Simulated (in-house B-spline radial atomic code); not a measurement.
Atomic self-consistent-field run: neutral fluorine (an excited or competing configuration). Level of theory: Dirac-Hartree-Fock, average of configuration, Fermi nucleus of rms radius 2.8976 fm; calculated with a radial B-spline atomic code at the basis-set limit.

Command:
```bash
python run_scf.py task.json out
```
Settings (nuclear radius in fm, mass in u):
```
Z                9
configuration    [He] 2s2 2p4 3s1
hamiltonian      dirac
method           hf
spin_polarised   False
nucleus          fermi
rms_radius       2.8976
atomic_mass      18.9984
speed_of_light   137.035999084
```

Output (hartree, bohr):
```
 radial grid: 79 intervals, B-splines of order 8, outer radius 50 bohr

 iter        energy (Eh)    residual
    1        -97.8323642    1.81e-01
    2        -98.8539885    8.26e-02
    3        -99.0149402    2.74e-02
    4        -99.0334416    9.53e-03
    5        -99.0356975    2.63e-03
    6        -99.0359515    1.73e-04
    7        -99.0359526    3.35e-05
    8        -99.0359526    1.07e-06
    9        -99.0359526    1.96e-08

 total energy                      -99.035953
 kinetic                             99.22219
 electron-nucleus                  -234.65746
 electron-electron                   36.39932

 first-order corrections (not in the total)
   Gaunt                            0.01180
   retardation                     -0.00051
   frequency dependence            -0.00000
   self-energy                      0.00773
   Uehling                         -0.00040
   Wichmann-Kroll                   0.00000
   recoil                           0.00260

 orbital      occ     eigenvalue          <r>       <r^2>       <1/r>       <r^4>       r_max    small
 1s1/2      2.000      -26.93046     0.175423   0.0414599     8.65055  0.00447817      0.1145  9.94e-04
 2s1/2      2.000       -1.95856      0.95912     1.10497     1.50776     2.31685      0.7526  1.18e-04
 2p1/2      1.333       -1.17571     0.976329     1.21595     1.37352     3.41039      0.6878  1.02e-04
 2p3/2      2.667       -1.17290      0.97785     1.21959     1.37085     3.42995      0.6889  1.02e-04
 3s1/2      1.000       -0.16326      4.70366     25.6401    0.269481     1113.66       3.851  5.98e-06
```

Time taken, with all properties: 1.1 s on 1 thread of Arm Neoverse N1 (shared host).

For the Dirac Hamiltonian the kinetic term is c α·p + (β - 1)c².
